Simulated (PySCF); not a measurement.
Compound: C₃H₁₂OSi₂.
Z-matrix (Å and degrees, GFN2-xTB geometry), rows numbered from 1:
```
C 
C   1  1.5255
Si  2  1.9000  1  113.38
C   3  1.9141  2  108.85  1   178.63
O   4  1.4056  3  113.57  2   -48.41
Si  5  1.6124  4  130.64  3   -72.96
H   1  1.0887  2  110.93  3  -179.75
H   1  1.0873  2  110.70  3   -59.53
H   1  1.0873  2  110.60  3    60.11
H   2  1.0924  1  109.04  3   121.84
H   2  1.0925  1  108.90  3  -122.71
H   3  1.4694  2  112.14  1   -63.72
H   3  1.4683  2  110.97  1    58.49
H   4  1.0945  3  110.37  2    70.77
H   4  1.0950  3  109.99  2  -171.64
H   6  1.4542  5   98.99  4  -175.97
H   6  1.4685  5  112.16  4    64.51
H   6  1.4671  5  111.70  4   -56.20
```

ESP-fitted charges (e) from the PBE0/pcSseg-1 density (PySCF), one withheld:

| atom | bonded to | charge |
| --- | --- | --- |
| C1 | C2 H7 H8 H9 | -0.2978 |
| C2 | C1 Si3 H10 H11 | ? |
| Si3 | C2 C4 H12 H13 | +0.3608 |
| C4 | Si3 O5 H14 H15 | -0.2577 |
| O5 | C4 Si6 | -0.3984 |
| Si6 | O5 H16 H17 H18 | +0.6066 |
| H7 | C1 | +0.0749 |
| H8 | C1 | +0.0715 |
| H9 | C1 | +0.0725 |
| H10 | C2 | +0.0190 |
| H11 | C2 | +0.0149 |
| H12 | Si3 | -0.1189 |
| H13 | Si3 | -0.0983 |
| H14 | C4 | +0.1385 |
| H15 | C4 | +0.1382 |
| H16 | Si6 | -0.1224 |
| H17 | Si6 | -0.1327 |
| H18 | Si6 | -0.1253 |

Question: What is the charge on C2?

Answer: The charges add up to the total charge, 0. The others sum to -0.0546, which leaves +0.0546 e for C2 (sp3 carbon bound to silicon); the computed value is +0.0549, the difference coming from rounding.

Question: Add each hydrogen's charge to the atom that carries it.

Answer: C1 -0.0789, C2 +0.0888, Si3 +0.1436, C4 +0.0190, Si6 +0.2262. Atoms without hydrogen keep their charges.

Question: Across which bond do the charges differ most?

Answer: Si6–O5: +0.6066 on Si6 against -0.3984 on O5, a difference of 1.0050 e. The lower charge is on the more electronegative element of the two (Pauling values: O 3.44, Si 1.90).

Question: Take the bonds between elements whose Pauling electronegativities differ by more than 0.25. In how many does the more electronegative atom carry the lower charge?

Answer: In 14 of 16; it doesn't in C2–H10 and C2–H11.

Question: How much positive and how much negative charge does this set hold in all?

Answer: +1.5518 e on 10 atoms and -1.5515 e on 8.

The ESP scheme is a least-squares fit of atom-centred charges to the potential on four shells outside the van der Waals surface, with the total charge fixed. One conformer (not necessarily the lowest) at the GFN2-xTB geometry, without solvent, vibrations or thermal averaging.
